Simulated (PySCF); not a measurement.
How methods differ on the ionisation energy of Pd²⁺

Pd²⁺ [Kr] 4d8 (3F) → Pd³⁺ [Kr] 4d7 (4F), as a difference of total energies. Computed with PySCF 2.14 in x2c-TZVPPall with one added diffuse shell each of s, p, d, f type (9s7p7d3f1g, 95 functions), with the spin-free X2C one-electron Hamiltonian (Gaussian nucleus). Correlated levels: valence and next inner shell: [Ar] 3d10 frozen. The calculations carry no spin-orbit coupling.

Order these methods by the ionisation energy they give, lowest first.
A. MP2 (valence and next inner shell)
B. UHF
C. CCSD (valence and next inner shell)
D. CCSD(T) (valence and next inner shell)

B (31.135 eV), C (32.558 eV), D (32.624 eV), A (32.807 eV).

A first-order spin-orbit estimate (lowest level to lowest level, LS coupling) adds -0.025 eV.

Errors of the correlated levels include the incompleteness of this basis and the frozen core.

For comparison: 32.93 eV (semi-empirical (NIST evaluation); NIST Atomic Spectra Database, ionization energies).
